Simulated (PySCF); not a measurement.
Two-component Hartree-Fock for Eu³⁶⁺ (europium, charge +36)

Start: [Ar] 3d9; 3d3/2 filled at m_j = -1/2, +1/2, +3/2; 3d5/2 filled at m_j = -5/2, -3/2, -1/2, +1/2, +3/2, +5/2. Calculated with PySCF 2.14 in an uncontracted even-tempered set (16 s from 7 bohr⁻², ratio 2.8; 13 p from 9 bohr⁻², ratio 2.8; 8 d from 9 bohr⁻², ratio 2.8; 3 f from 36 bohr⁻², ratio 3): generalised Hartree-Fock with the X2C-1e Hamiltonian and a Gaussian nucleus; one run each with spin-orbit coupling (SO) screened by Boettger's factors, then bare. This is a chosen level, not necessarily the ground level.

```tsv
spinor shell	electrons	ε, screened SO (eV)	ε, bare SO (eV)	weight of nominal j (bare SO)	rms radius, bare SO (bohr)
1s1/2	2	-50327.1	-50326.7	1.000	0.0254
2s1/2	2	-9653.7	-9653.6	1.000	0.103
2p1/2	2	-9227.9	-9245.1	1.000	0.0877
2p3/2	4	-8575.7	-8569.6	1.000	0.0942
3s1/2	2	-3253.9	-3253.9	1.000	0.260
3p1/2	2	-3068.4	-3072.2	1.000	0.250
3p3/2	4	-2929.7	-2928.4	1.000	0.263
3d3/2	3	-2632.8	-2636.5	0.997	0.232
3d5/2	6	-2602.3	-2600.0	0.999	0.236
```

```json
{"quantity": "E (hartree)", "screened SO": "-10040.67516", "bare SO": "-10041.02107"}
{"quantity": "M_J", "screened SO": "3/2", "bare SO": "3/2"}
{"quantity": "⟨J²⟩", "screened SO": "3.750", "bare SO": "3.750"}
{"quantity": "⟨L²⟩", "screened SO": "6.030", "bare SO": "6.032"}
{"quantity": "⟨S²⟩", "screened SO": "0.779", "bare SO": "0.782"}
```

Each row is a mean over spinors that exchange with the open shell spreads, by up to 19.814 eV (3p1/2).

Breit and QED terms are absent; they matter most for the inner s and p1/2 levels.

Densities and radii are taken from the X2C orbitals without a picture-change correction, which distorts them close to the nucleus.
